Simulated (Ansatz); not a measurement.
Cost and result for the atomization energy of CH7B2FSi, SMILES `B[SiH](B)CF` (12 atoms, 11 bonds).

```tsv
atom	x (Å)	y (Å)	z (Å)
B1	-0.3719	0.5757	1.8084
Si2	-0.2987	-0.4401	0.0785
B3	1.5989	-1.0876	-0.0177
C4	-0.8037	0.6149	-1.4276
F5	0.0398	1.7187	-1.5210
H6	-0.3841	1.7702	1.8370
H7	-0.3609	-0.0141	2.8481
H8	-1.2243	-1.6147	0.1491
H9	1.9637	-1.9755	0.6948
H10	2.4009	-0.5810	-0.7443
H11	-1.8318	0.9817	-1.3417
H12	-0.7281	0.0519	-2.3637
```

Total charge 0; spin multiplicity 1. The geometry is a stationary point of PBE0-D4/def2-TZVP. It is one conformer, not always the lowest. Program: Ansatz. All runs use 4 threads of an Arm Neoverse V1 on a shared host. Times are those of one run each, without the atoms' runs, and a repeat can differ threefold. Electronic energies, without spin–orbit coupling; frozen cores. CCSD(T)/CBS adds CCSD(T) − MP2 in def2-TZVPP to the MP2 limit, and its time is that of the two runs behind it. T1 = 0.014. B3LYP takes the VWN-RPA correlation (the form of Gaussian; ORCA's B3LYP/G).

CCSD(T)/CBS is a level of theory with its own doubt, some kJ/mol a heavy atom from the limit and from the frozen cores, so smaller differences don't rank the functionals.

```
                             level  functions  wall time  atomization (kJ/mol)  difference from CCSD(T)/CBS  per bond
   PBE-D4/def2-TZVPP (with forces)        264      2.6 s                4063.1                         71.2       6.5
                PBE0-D4/def2-TZVPP        264      2.7 s                4018.3                         26.4       2.4
r2SCAN-D4/def2-TZVPP (with forces)        264      4.3 s                4036.8                         44.9       4.1
 B3LYP-D4/def2-TZVPP (with forces)        264      4.5 s                4026.0                         34.1       3.1
                 B2PLYP/def2-TZVPP        264      5.5 s                3971.5                        -20.4      -1.9
                ωB97X-V/def2-TZVPP        264      7.5 s                4033.6                         41.7       3.8
  ωB97M-V/def2-TZVPP (with forces)        264       11 s                4022.3                         30.4       2.8
                    MP2/def2-QZVPP        508       24 s                3991.4                         -0.5       0.0
                CCSD(T)/def2-TZVPP        264    2.7 min                3902.8                        -89.1      -8.1
                 CCSD(T)/CBS(def2)          –    3.1 min                3991.9                          0.0       0.0
```

The D4 term adds +35.5 kJ/mol with B3LYP and +18.8 kJ/mol with PBE0; it sums over pairs of atoms, weighted by their polarisabilities, and B3LYP, whose exchange is more repulsive, gets the larger term. In def2-TZVPP, CCSD(T) changes the Hartree–Fock value by +831.4 kJ/mol (the triples alone add +43.5 kJ/mol) and MP2 by +867.4 kJ/mol; breaking electron pairs costs correlation energy, which Hartree–Fock lacks. From PBE to PBE0 (25 % exact exchange), in def2-TZVPP and without D4, the atomization energy moves by −41.5 kJ/mol: exact exchange takes away binding that semilocal exchange gives to molecules.
